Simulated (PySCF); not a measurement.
## Where the electron goes

C3H9NOSi.
Geometry (GFN2-xTB, Å), atoms numbered from 1 in this order:
```xyz
15
C3H9NOSi angstrom
C      2.6382   -0.1961   -0.8781
C      2.0434    0.6170   -0.0272
C      0.5777    0.5916    0.2870
O     -0.1016   -0.3589   -0.4723
Si    -1.5936   -0.9499   -0.2682
N     -2.7487    0.3350   -0.2484
H      3.6953   -0.1450   -1.0742
H      2.0736   -0.9445   -1.4070
H      2.5944    1.3741    0.5151
H      0.1510    1.5882    0.0991
H      0.4463    0.3868    1.3594
H     -1.7882   -1.5930    1.0327
H     -1.5973   -1.8664   -1.4038
H     -2.6771    1.0552   -0.9509
H     -3.7180    0.1139   -0.0908
```

Computed with TDDFT PBE0/def2-SVPD, vertical, gas phase, core orbitals frozen in the response in PySCF 2.14.0, density-fitted response routines.

Frontier orbitals with the atoms that hold most of them (Löwdin shares over 4%, at most four atoms; ? is withheld):

| orbital | ε (eV) | atoms |
| --- | --- | --- |
| LUMO+2 | 0.79 | Si5 24%, H12 11%, C1 10%, C2 9% |
| LUMO+1 | 0.50 | Si5 22%, C2 14%, C1 13%, H15 8% |
| LUMO | ? | ? |
| HOMO | -7.37 | ? |
| HOMO-1 | -7.58 | N6 59%, Si5 15%, H13 9%, H14 6% |
| HOMO-2 | -8.50 | O4 48%, Si5 11%, H12 8%, C3 8% |
| HOMO-3 | -8.91 | O4 48%, C3 13%, C2 10%, Si5 6% |

Problem. Which atoms hold the LUMO, and with what shares?

Solution. C1 (bonded to C and 2 H) 20%; C2 (bonded to 2 C and H) 19%; Si5 (bonded to N, O and 2 H) 11%; N6 (bonded to Si and 2 H) 6%. By element: carbon 38% or more, silicon 11%, nitrogen 6%.

Problem. Which atoms hold the HOMO, and with what shares?

Solution. C1 (bonded to C and 2 H) 35%; C2 (bonded to 2 C and H) 32%; C3 (bonded to C, O and 2 H) 10%; O4 (bonded to C and Si) 5%. By element: carbon 77%, oxygen 5%.

Problem. What is the LUMO energy, and the HOMO–LUMO gap?

Solution. ε(LUMO) = 0.42 eV; the gap is 7.79 eV (0.2862 hartree).

Problem. How does S1 compare with the orbital gap of 7.79 eV?

Solution. S1 is at 6.61 eV (f = 0.022), 1.18 eV below the gap, made of HOMO-1→LUMO+1 (47%), HOMO-1→LUMO (46%). Its leading pair isn't HOMO and LUMO; the energies of that pair differ by 8.08 eV. Without the coupling terms of the response equations the lowest excitation would equal the gap.

Next come S2 at 6.91 eV (f 0.0074), HOMO→LUMO+1 (53%), HOMO→LUMO+2 (35%); S3 at 7.01 eV (f 0.010), HOMO-1→LUMO+2 (52%), HOMO-1→LUMO+1 (25%), HOMO-1→LUMO (15%); S4 at 7.12 eV (f 0.041), HOMO→LUMO (62%), HOMO→LUMO+2 (28%); S5 at 7.34 eV (f 0.0005), HOMO-1→LUMO+2 (38%), HOMO-1→LUMO (36%), HOMO-1→LUMO+1 (24%).

Löwdin shares depend on the basis, the more so with diffuse functions.

One conformer stands for the species.
